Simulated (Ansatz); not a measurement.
Gas-phase electronic energies from Ansatz, PBE0-D4/def2-TZVP geometries. CCSD(T)/CBS is the MP2 limit (def2-TZVPP, def2-QZVPP) plus CCSD(T) − MP2 in def2-TZVPP, frozen cores. This one scheme is used for every species. DFT in def2-TZVPP. For Se outer-core shells are correlated without core-valence functions, which leaves a few kJ/mol of doubt a bond. Scalar relativity is left out up to krypton. Each species was taken in one conformer, which may not be the lowest.

Reaction (ligand exchange at the Al–F bond): `[F][Al]([F])[F]` + H₂Se → `[F][Al]([F])[SeH]` + H–F

| level | ΔE (kJ/mol) | difference from CCSD(T)/CBS |
| --- | --- | --- |
| PBE-D4 | 45.8 | -7.7 |
| r2SCAN-D4 | 55.9 | 2.4 |
| r2SCAN0-D4 | 53.0 | -0.5 |
| BHLYP-D4 | 58.1 | 4.6 |
| ωB97X-V | 57.4 | 3.9 |
| ωB97M-V | 56.3 | 2.8 |
| B2PLYP | 62.1 | 8.6 |
| PBE | 48.9 | -4.6 |
| revPBE | 50.1 | -3.4 |
| r2SCANh | 55.4 | 1.9 |
| r2SCAN0 | 53.9 | 0.4 |
| CAM-B3LYP | 66.7 | 13.2 |
| HF/def2-SVP | 66.9 | 13.4 |
| CCSD(T)/def2-SVP | 66.9 | 13.4 |
| HF/def2-QZVPP | 70.8 | 17.3 |
| HF/CBS(def2) | 71.3 | 17.8 |
| CCSD(T)/CBS | 53.5 | 0 |

Largest T1 diagnostic among the species: 0.013.

Leaving LDA and LC-ωPBE aside and taking each functional with its dispersion term where it has one, the values, not all of them listed here, spread over 19.2 kJ/mol, from HSE06-D4 to CAM-B3LYP-D4. In def2-TZVPP, CCSD(T) changes the Hartree–Fock value by −9.8 kJ/mol (the triples alone add −2.5 kJ/mol) and MP2 by −11.9 kJ/mol. At CCSD(T), def2-SVP lies +13.4 kJ/mol from the extrapolated value and def2-TZVPP +4.0 kJ/mol.
